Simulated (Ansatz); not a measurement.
C₂H₄N, SMILES [CH2]N=C, multiplicity 2.

Geometry: B3LYP-D3(BJ)/def2-TZVP. The isomer is the one that the SMILES or the coordinates give; other isomers of the formula were not compared.

Two levels are set side by side: PBE/def2-TZVPD (Ansatz, a quantum-chemistry and plane-wave program) and CAM-B3LYP/def2-TZVPD (Ansatz). Energy differences of separate SCF runs at the same geometry; the states with an electron removed or added have multiplicity 1 and 1. Differences are taken from unrounded values.

```json
[
 {"quantity": "vertical ionisation energy (eV)", "PBE": "8.71"},
 {"quantity": "vertical electron affinity (eV)", "PBE": "0.57"}
]
```

Problem. These are the PBE values. What does CAM-B3LYP give? (The exact figures need the calculation; the answer reports its results.)

Solution. 
```json
[
 {"quantity": "vertical ionisation energy (eV)", "CAM-B3LYP": "8.68", "PBE minus CAM-B3LYP": "0.04"},
 {"quantity": "vertical electron affinity (eV)", "CAM-B3LYP": "0.40", "PBE minus CAM-B3LYP": "0.16"}
]
```
